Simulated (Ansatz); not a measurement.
Wavefunction ladder for `F[SiH]1CS1`

Cartesian coordinates in Å:
```
F 0.8087 -1.9909 -0.0614
Si 0.6885 -0.4465 0.2925
C -0.8158 0.4589 -0.1930
S 0.6983 0.9691 -1.2045
H 1.4007 -0.2252 1.5603
H -1.5668 -0.0370 -0.8011
H -1.2137 1.2715 0.4071
```

Total charge 0; spin multiplicity 1. Geometry: relaxed with PBE0-D4/def2-TZVP. Frozen core, restricted reference, the Gaussian-basis code of Ansatz. CBS rows extrapolate triple and quadruple zeta; past MP2 they add the triple-zeta difference.

```
     basis     HF (Eh)  MP2 corr.
  def2-SVP  -825.23830   -0.54216
def2-TZVPP  -825.66404   -0.70561
def2-QZVPP  -825.69094   -0.76599
```

Problem. Estimate the CCSD correlation energy and the (T) correction in each basis where they were run (hartree).

Solution. 
```tsv
basis	CCSD corr.	(T)
def2-SVP	-0.57677	-0.01605
def2-TZVPP	-0.73639	-0.03034
CBS(def2)	-0.84150	as TZ
```
